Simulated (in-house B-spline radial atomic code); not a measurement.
## RPA and G0W0 on BHandHLYP: the iodine ion I⁶⁺

Configuration [Kr] 4d10 5s1, highest spin, mean-field start BHandHLYP. Computed with a B-spline radial code for spherical atoms: all electrons, scalar-relativistic (spin-free one-electron X2C), finite nucleus, each spin shell either full or empty, empty states to l = 9 with an (l + 1/2)⁻⁴ tail; G0W0 by contour deformation at full frequency.

Command:
```bash
python run_gw.py task.json out
```
Settings (radii: box in bohr, nucleus in fm):
```
Z                        53
electrons                47
configuration            [Kr] 4d10 5s1
hamiltonian              x2c
method                   bhandhlyp
lmax                     9
rms_radius               4.75
spin_polarised           True
box_radius               9.29
intervals                66
ion_configuration        [Kr] 4d10
```

Cost of the run: 12 s on 1 thread of Arm Neoverse N1, on a shared host.

Energies (hartree):

| term | value |
| --- | --- |
| mean-field total | -7107.43044 |
| Hartree-Fock functional on these orbitals | -7104.72143 |
| direct second order | -4.063 |
| second-order exchange | 1.1285 |
| SOSEX correction | 1.0659 |

Problem. What is the RPA correlation energy, and what remains with SOSEX?

Solution. RPA gives -3.655 hartree (-2.12 eV per electron); RPA + SOSEX gives -2.5891, and the second-order doubles -2.9345 hartree (no singles). RPA lacks exchange-type terms and so overcorrelates at short range.

Quasi-particle levels (eV):

```json
{"level": "5s up", "occupied": "yes", "mean field": "-84.77", "Σx - vxc": "-1.39", "Σc": "?", "QP weight": "?", "G0W0": "?"}
{"level": "4d down", "occupied": "yes", "mean field": "-130.24", "Σx - vxc": "-5.49", "Σc": "0.16", "QP weight": "0.965", "G0W0": "-135.57"}
{"level": "4d up", "occupied": "yes", "mean field": "-130.56", "Σx - vxc": "-5.57", "Σc": "0.26", "QP weight": "0.933", "G0W0": "-135.86"}
{"level": "5s down", "occupied": "no", "mean field": "-77.53", "Σx - vxc": "5.55", "Σc": "-2.73", "QP weight": "0.970", "G0W0": "-74.71"}
```

G0W0 = mean field + (Σx - vxc) + Σc, with Σc (partial-wave tail included) taken at the quasi-particle energy. Only the outer levels were computed. Levels of low weight are left out.

Problem. Where does G0W0 put 5s up?

Solution. At -88.34 eV, with Σc = -2.17 eV and a quasi-particle weight of 0.978. The tabulated removal energy is 87.61 ± 0.06 eV (NIST, semi-empirical); the calculation leaves out spin-orbit coupling, Breit and QED terms, and what these don't explain is the method's own error.

Problem. What does it cost to remove one electron (to [Kr] 4d10) by differences of total energies, each species on its own start (correlation terms add to the Hartree-Fock functional)?

Solution. BHandHLYP 87.95 eV, Hartree-Fock functional 85.95 eV, + RPA 88.07 eV, + RPA + SOSEX 87.43 eV, + second order 88.24 eV. Tabulated: 87.61 ± 0.06 eV (NIST, semi-empirical); the calculation leaves out spin-orbit coupling, Breit and QED terms, and what these don't explain is the method's own error.
